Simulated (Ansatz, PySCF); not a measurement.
Species: sum formula BCl₂F, net charge 0, singlet state. 
Structure (B3LYP-D3(BJ)/def2-TZVP (Ansatz, a quantum-chemistry and plane-wave program) minimum search):
SMILES: FB(Cl)Cl
```xyz
4

B     -0.0055     0.3570     0.0037
F     -0.0258     1.6710     0.0174
Cl    -1.5169    -0.5180    -0.0381
Cl     1.5322    -0.4717     0.0278
```
Charge 0, spin multiplicity 1.

Quantity: atomisation energy (electronic, to ground-state atoms), in eV. Valence correlation only, unless marked. Open shells are spin-unrestricted. Spin-orbit coupling is left out. Non-relativistic unless marked X2C. FCI takes restricted orbitals. The coupled-cluster limit lacks core correlation, which all-electron functionals hold. CBS(X,Y): correlation extrapolated as X^-3; Hartree-Fock from the larger set.

```csv
level,program,atomisation energy (eV)
B3LYP/def2-TZVPD,Ansatz,…
PBE0-D4/def2-TZVP,Ansatz + dftd4,…
MN15-D3(BJ)/def2-TZVPD,PySCF + dftd3,16.58
CAM-B3LYP-D4/def2-TZVPD,Ansatz + dftd4,16.04
LC-wPBE-D3(BJ)/def2-TZVPD,Ansatz + dftd3,16.20
SCS-MP2/STO-3G,Ansatz,14.95
X2C-CCSD(T)/cc-pVTZ-DK,Ansatz,…
FCI/STO-3G,Ansatz,14.95
"CCSD(T)/CBS(cc-pV(T+d)Z,cc-pV(Q+d)Z)",Ansatz,…
```

Question: Fill in the missing entries.

Answer: 
- B3LYP/def2-TZVPD, atomisation energy (eV): 15.76
- PBE0-D4/def2-TZVP, atomisation energy (eV): 16.32
- X2C-CCSD(T)/cc-pVTZ-DK, atomisation energy (eV): 15.55
- CCSD(T)/CBS(cc-pV(T+d)Z,cc-pV(Q+d)Z), atomisation energy (eV): 16.10
